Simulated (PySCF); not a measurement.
## Electron correlation in N²⁺ (nitrogen, charge +2)

[He] 2s2 2p1, 2P determinant. Computed with PySCF 2.14 in cc-pVTZ-DK, with the spin-free X2C one-electron Hamiltonian (Gaussian nucleus). Frozen: 1s2; 3 electrons correlated.

MP2 pair energies summed by pair of shells (mhartree):

| pair | energy | share (%) |
| --- | --- | --- |
| 2s-2s | -33.17 | 58.9 |
| 2s-2p | -23.17 | 41.1 |

Total MP2 correlation energy: -56.34 mhartree.

Same-spin part -3.63 and opposite-spin part -52.71 mhartree; SCS-MP2 scales them by 1/3 and 6/5 to -64.47 mhartree.

```tsv
level	correlation energy (mhartree)
CCSD	-83.03
(T)	-1.03
CCSD(T)	-84.06
```

Diagnostics: T1 = 0.0069, D1 = 0.0132, largest double amplitude 0.136.

Cost of the coupled-cluster step: 0.26 s of wall time on 1 thread of Neoverse-V1 (shared host), for 3 correlated electrons.
